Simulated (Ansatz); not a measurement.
The same path of GeH4 + H2O (8 atoms, charge 0, multiplicity 1) was run twice with different band settings. Lost on the way: Ge1–H2, O6–H8. Made: Ge1–O6, H2–H8.

Computed with RKS B3LYP/def2-SVP (Ansatz 0.2.0).

Relaxed end points:

```xyz
8
Properties=species:S:1:pos:R:3
Ge 0.409 0.029 -0.159
H 0.372 -0.141 1.373
H 1.887 -0.017 -0.609
H -0.201 1.378 -0.563
H -0.342 -1.135 -0.830
O -2.662 0.019 0.957
H -2.644 -0.946 0.885
H -2.284 0.182 1.832
```

```xyz
8
Properties=species:S:1:pos:R:3
Ge -0.134 -0.074 -0.848
H -1.472 0.512 3.515
H 1.212 -0.632 -0.331
H -0.061 1.443 -1.072
H -0.541 -0.811 -2.145
O -1.416 -0.271 0.396
H -1.594 -1.196 0.612
H -1.458 0.399 2.761
```

Common settings: spring 5.0 eV/Å²; optimiser quadratic models (default); start path through a guess of the saddle point; force threshold 0.05 eV/Å; iteration limit 60; end points relaxed.

| run | movable images | climbing image |
| --- | --- | --- |
| 1 | 7 | yes |
| 2 | 8 | no |

Q: What does each run give, and how far can it be trusted?

A: Run 1: converged after 24 iterations, highest image 2.006 eV above the first end. Neighbouring images differ by up to 1.5 eV, so the band resolves the path poorly. A vibrational analysis at the climbing image gives one clearly imaginary mode, 1399i cm⁻¹: a first-order saddle point.
Run 2: converged after 32 iterations, highest image 1.524 eV above the first end. No image climbed, so the highest image needn't sit at the top of the path.
The orbitals stay closed-shell, which can raise the energy where a bond breaks towards radicals; this wasn't checked here.
